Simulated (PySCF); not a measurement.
```xyz
3
charge 0 multiplicity 2, angstrom
Nb    0.0000    0.0000   -0.2699
O     1.3587    0.0000    0.7857
O    -1.3587    0.0000    0.7857
```

These are results of PySCF, UPBE, basis Nb def2-TZVP with ECP28, O def2-TZVP (scalar-relativistic core potentials, no spin–orbit coupling, density fitting), not measurements.

This geometry of NbO2 is a stationary point at this level.

Q: What is the point group?

A: C2v.

Q: Is it a minimum?

A: Yes: all harmonic wavenumbers are real.

Q: Which band is strongest in the infrared?

A: 935 cm⁻¹ (b2), 191 km/mol.

Q: Give the ideal-gas entropy at 298.15 K and 1 bar by parts.

A: translation 169.1, rotation 91.8, vibration 5.8, spin 5.8; total 272.4 J/(mol K).

This need not be the most stable arrangement of these atoms. With open d or f shells other occupations or spin states may lie lower.
